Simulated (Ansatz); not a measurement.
C₂H₁₀BNSi (`CB(C)N[SiH3]`), relaxed with RKS PBE0-D4/def2-TZVP in Ansatz from a PBE-D4/def2-SVP geometry. The force threshold is 0.005 eV/Å; the program also tests the step.

Charge 0, multiplicity 1.

Start:

```xyz
15

C    -0.491    2.089   -0.183
B    -0.246    0.535    0.023
C    -1.305   -0.339    0.822
N     0.923   -0.078   -0.515
Si    1.405   -1.777   -0.400
H    -1.502    2.282   -0.604
H     0.252    2.592   -0.836
H    -0.479    2.608    0.801
H    -1.574    0.145    1.785
H    -1.001   -1.383    1.045
H    -2.253   -0.391    0.242
H     1.565    0.530   -1.034
H     2.702   -1.910   -1.150
H     1.619   -2.209    1.026
H     0.386   -2.694   -1.021
```

```json
{"step": "1", "energy (eV)": "-12276.4665", "largest force (eV/Å)": "0.590", "largest move (Å)": "0.000"}
{"step": "2", "energy (eV)": "-12276.5196", "largest force (eV/Å)": "0.261", "largest move (Å)": "0.033"}
{"step": "3", "energy (eV)": "-12276.5256", "largest force (eV/Å)": "0.065", "largest move (Å)": "0.013"}
{"step": "4", "energy (eV)": "-12276.5257", "largest force (eV/Å)": "0.019", "largest move (Å)": "0.002"}
{"step": "5", "energy (eV)": "-12276.5257", "largest force (eV/Å)": "0.025", "largest move (Å)": "0.004"}
{"step": "6", "energy (eV)": "-12276.5258", "largest force (eV/Å)": "0.009", "largest move (Å)": "0.002"}
{"step": "7", "energy (eV)": "-12276.5258", "largest force (eV/Å)": "0.004", "largest move (Å)": "0.007"}
{"step": "8", "energy (eV)": "-12276.5258", "largest force (eV/Å)": "0.012", "largest move (Å)": "0.014"}
{"step": "9", "energy (eV)": "-12276.5258", "largest force (eV/Å)": "0.012", "largest move (Å)": "0.017"}
{"step": "10", "energy (eV)": "-12276.5258", "largest force (eV/Å)": "0.008", "largest move (Å)": "0.004"}
{"step": "11", "energy (eV)": "-12276.5258", "largest force (eV/Å)": "0.004", "largest move (Å)": "0.009"}
{"step": "12", "energy (eV)": "-12276.5258", "largest force (eV/Å)": "0.005", "largest move (Å)": "0.008"}
{"step": "13", "energy (eV)": "-12276.5258", "largest force (eV/Å)": "0.007", "largest move (Å)": "0.011"}
{"step": "14", "energy (eV)": "-12276.5258", "largest force (eV/Å)": "0.003", "largest move (Å)": "0.005"}
```

End:

```xyz
15

C    -0.483    2.073   -0.175
B    -0.240    0.528    0.024
C    -1.293   -0.341    0.814
N     0.919   -0.080   -0.511
Si    1.386   -1.752   -0.401
H    -1.490    2.269   -0.557
H     0.233    2.559   -0.843
H    -0.431    2.585    0.793
H    -1.612    0.162    1.733
H    -0.964   -1.348    1.085
H    -2.199   -0.452    0.206
H     1.548    0.520   -1.025
H     2.669   -1.896   -1.137
H     1.586   -2.178    1.009
H     0.372   -2.649   -1.013
```

Hardware: 4 threads of a server CPU on a shared host. Wall time 67 s, peak host memory 0.7 GiB.
